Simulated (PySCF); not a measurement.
C2H4AlBr.
Structure used (PBE0-D3(BJ)/def2-SVP), in Å, numbered top down from 1:
```xyz
8
C2H4AlBr angstrom
C     -1.435    0.057    0.276
C     -0.348   -0.528   -0.254
Al     1.382    0.305   -0.047
Br     3.179   -0.658   -1.019
H     -2.443   -0.367    0.183
H     -1.374    0.999    0.837
H     -0.491   -1.469   -0.801
H      1.587    1.641    0.772
```

Method: PySCF 2.14.0, PBE0-D3(BJ)/def2-SVP geometry optimisation, gas phase.

Masses are those of the commonest isotopes; rigid-rotor values at the optimised geometry. The values belong to one conformer with, in the numbering `[CH2:1]=[CH:2][AlH:3][Br:4]`, C1–C2–Al3–Br4 -178°.

(1) What are A, B and C (cm⁻¹)?

(2) What kind of rotor is it?

(3) Is it planar, by Δ = Ic − Ia − Ib?

(4) Where do the levels up to J = 3 lie, in cm⁻¹?

(5) Which types of transition are allowed, and where do some lines up to J = 4 fall?

Answers

(1) Ia = 26.99, Ib = 404.40, Ic = 431.35 u·Å²; 505379 MHz·u·Å²/I gives 18724, 1250 and 1172 MHz, that is A = 0.62456, B = 0.04169, C = 0.03908 cm⁻¹.

(2) A near-prolate asymmetric top; Ray's κ = -0.991.

(3) Not planar: Δ = Ic − Ia − Ib = -0.04 u·Å². For a rigid frame Δ = −2 Σ m c², so Σ m c² = 0.02 u·Å² lies off the ab plane: 0.01 from hydrogen and 0.01 from heavier atoms. The atom farthest from that plane is 0.05 Å away.

(4) Above 0(0,0):
J = 1: 1(0,1) 0.0808, 1(1,1) 0.6636, 1(1,0) 0.6663
J = 2: 2(0,2) 0.2423, 2(1,2) 0.8226, 2(1,1) 0.8304, 2(2,1) 2.5790, 2(2,0) 2.5790
J = 3: 3(0,3) 0.4846, 3(1,3) 1.0610, 3(1,2) 1.0766, 3(2,2) 2.8213, 3(2,1) 2.8214, 3(3,1) 5.7422, 3(3,0) 5.7422
Those of J = 1 are B + C, A + C and A + B.

(5) The dipole components are |μa| = 2.05 D, |μb| = 0.06 D, |μc| = 0.01 D. Intensities carry the squares of the components, which stand as 1.00 : 0.00 : 0.00 (a : b : c). Some of the stronger lines:

| type | branch | J(Ka,Kc) | MHz | lower level (cm⁻¹) |
| --- | --- | --- | --- | --- |
| a | Q | 3(1,2) ← 3(1,3) | 469 | 1.061 |
| a | Q | 4(1,3) ← 4(1,4) | 781 | 1.379 |
| a | R | 1(0,1) ← 0(0,0) | 2421 | 0.000 |
| a | R | 2(1,2) ← 1(1,1) | 4765 | 0.664 |
| a | R | 2(0,2) ← 1(0,1) | 4842 | 0.081 |
| a | R | 2(1,1) ← 1(1,0) | 4921 | 0.666 |
| a | R | 3(1,3) ← 2(1,2) | 7147 | 0.823 |
| a | R | 3(0,3) ← 2(0,2) | 7263 | 0.242 |
| a | R | 3(2,2) ← 2(2,1) | 7264 | 2.579 |
| a | R | 3(2,1) ← 2(2,0) | 7265 | 2.579 |
| a | R | 3(1,2) ← 2(1,1) | 7381 | 0.830 |
| a | R | 4(1,4) ← 3(1,3) | 9529 | 1.061 |
| a | R | 4(0,4) ← 3(0,3) | 9683 | 0.485 |
| a | R | 4(2,3) ← 3(2,2) | 9685 | 2.821 |
| a | R | 4(3,2) ← 3(3,1) | 9686 | 5.742 |
| a | R | 4(3,1) ← 3(3,0) | 9686 | 5.742 |
| a | R | 4(2,2) ← 3(2,1) | 9688 | 2.821 |
| a | R | 4(1,3) ← 3(1,2) | 9841 | 1.077 |

Not checked by PBE0-D3(BJ)/def2-SVP frequencies. Zero-point vibration and centrifugal distortion are left out. Quadrupole hyperfine structure (27Al, 79Br) is left out.
